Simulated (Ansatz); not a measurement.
Coupled-cluster run, `C[SiH2][SiH2]C=N`.

```yaml
crystal:
  periodic: [false, false, false]
  atoms:
    - {symbol: C, position_ang: [-0.863480, 1.923823, -0.009363]}
    - {symbol: Si, position_ang: [0.268138, 0.933293, 1.106860]}
    - {symbol: Si, position_ang: [0.044704, -1.367327, 0.745140]}
    - {symbol: C, position_ang: [0.457626, -1.734634, -1.068099]}
    - {symbol: N, position_ang: [0.698649, -0.758603, -1.845247]}
    - {symbol: H, position_ang: [-0.618728, 1.711026, -1.051263]}
    - {symbol: H, position_ang: [-0.745440, 2.994442, 0.171725]}
    - {symbol: H, position_ang: [-1.909442, 1.661074, 0.163388]}
    - {symbol: H, position_ang: [1.694517, 1.300514, 0.889358]}
    - {symbol: H, position_ang: [-0.043863, 1.201519, 2.541581]}
    - {symbol: H, position_ang: [0.953484, -2.183829, 1.601080]}
    - {symbol: H, position_ang: [-1.340438, -1.861111, 1.002669]}
    - {symbol: H, position_ang: [0.483509, -2.776884, -1.423000]}
    - {symbol: H, position_ang: [0.907765, -1.072503, -2.795829]}
basis:
  gaussian: {orbitals: def2-TZVPP}
correlation: {method: ccsd_t}
```

```sh
$ ansatz run in.yaml --threads 4 --pin off --events-out ev --progress --plain --max-ram 10444MiB
```

Output of Ansatz, abridged:

```
Functional definition: HF
1740 factors; integrals over basis functions are off by at most 1.2e-3 eV
mean field evaluation 1: about -19406.4968 eV, gradient 3.8e1 eV
mean field evaluation 2: about -19406.7808 eV, gradient 3.8e1 eV
mean field evaluation 4: about -19410.9953 eV, gradient 5.0e0 eV
mean field evaluation 8: about -19411.0982 eV, gradient 3.4e-1 eV
mean field evaluation 16: about -19411.0994 eV, gradient 1.9e-6 eV
mean field -19411.09936446 eV, -713.3447443283 hartree, gradient 1.9e-6 eV, S^2 0.000000; 0 other end points of the search recorded, 0 dependent functions left out
13 core orbitals not correlated: weight in the atoms' cores, before any rotation towards them, 1.000 or more for the frozen orbitals, at most 0.000 for the correlated occupied ones
reference -19411.09936446 eV, -713.3447443283 hartree; 15, 15 occupied and 275, 275 virtual orbitals, 1740 factors
second order -21.52369064 eV of doubles, -0.00000000 eV of singles
cycle   1  -22.51917533 eV  change    -1.0e0 eV  update   1.1e-1
cycle   2  -23.18713201 eV  change   -6.7e-1 eV  update   3.4e-2
cycle   3  -23.29419744 eV  change   -1.1e-1 eV  update   1.5e-2
cycle   4  -23.28727235 eV  change    6.9e-3 eV  update   4.2e-3
cycle   5  -23.28764681 eV  change   -3.7e-4 eV  update   1.6e-3
cycle   6  -23.28746587 eV  change    1.8e-4 eV  update   4.4e-4
cycle   7  -23.28733504 eV  change    1.3e-4 eV  update   1.4e-4
cycle   8  -23.28736677 eV  change   -3.2e-5 eV  update   5.8e-5
cycle   9  -23.28736392 eV  change    2.9e-6 eV  update   2.1e-5
perturbative correction -0.97100179 eV, -0.0356836576 hartree
Total energy: -19435.35773017 eV, -714.2362228252 hartree
```

Run time 15 min (4 threads of an Arm Neoverse V1 on a shared host); peak host memory 3.7 GiB.

Correlation energy per correlated electron: -0.809 eV. T1 diagnostic: 0.0125.
